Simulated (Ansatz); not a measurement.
Ansatz results at the PBE0-D4/def2-TZVP geometry: size of the dipole moment (PBE/def2-TZVPP) 1.16 D; HOMO–LUMO gap (ωB97M-V/def2-TZVPP) 10.44 eV; HOMO–LUMO gap (B3LYP/def2-TZVPP) 6.31 eV.

Task: Which molecule gave them?
A. `BNB(C)N`
B. `FC1[SiH2][SiH2][SiH2]1`
C. `B[Se]CF`
D. `FCOC[SiH3]`

Result: B. The others give `BNB(C)N`: 1.49, 11.58, 6.88; `FCOC[SiH3]`: 1.76, 12.47, 8.18; `B[Se]CF`: 1.41, 10.44, 5.96.

B3LYP here is the variant with VWN-RPA as its local correlation; programs differ in this.
